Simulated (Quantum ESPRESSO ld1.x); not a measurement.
Neutral phosphorus, 15 electrons, occupied as [Ne] 3s2 3p3 (the NIST ground configuration). All-electron calculation, scalar-relativistic Kohn-Sham, LDA (Slater exchange, VWN5 correlation), spin-polarised, spherical densities, point nucleus; open shells are filled with parallel spins first. Program: ld1.x of Quantum ESPRESSO 7.5.

Normalised radial functions P(r) = r R(r), r in bohr:

| r | 3s down |
|---|---|
| 0.004288 | 0.0377 |
| 0.005538 | 0.0477 |
| 0.007097 | 0.0596 |
| 0.009095 | 0.0740 |
| 0.01175 | 0.0916 |
| 0.01505 | 0.1112 |
| 0.01929 | 0.1330 |
| 0.02492 | 0.1565 |
| 0.03194 | 0.1780 |
| 0.04092 | 0.1948 |
| 0.05286 | 0.2015 |
| 0.06774 | 0.1905 |
| 0.08681 | 0.1547 |
| 0.1121 | 0.0845 |
| 0.1437 | -0.0171 |
| 0.1841 | -0.1431 |
| 0.2379 | -0.2742 |
| 0.3048 | -0.3627 |
| 0.3906 | -0.3678 |
| 0.5046 | -0.2498 |
| 0.6466 | -0.0154 |
| 0.8286 | 0.2902 |
| 1.07 | 0.5870 |
| 1.372 | 0.7598 |
| 1.758 | 0.7661 |
| 2.27 | 0.6190 |
| 2.909 | 0.4085 |
| 3.728 | 0.2163 |
| 4.816 | 0.0857 |
| 6.172 | 0.0254 |
| 7.909 | 0.0051 |

3s down: eigenvalue -12.324 eV, 2 radial nodes at r = 0.138, 0.655 bohr, <r> = 1.92 bohr, 90 % of the charge inside 2.95 bohr.
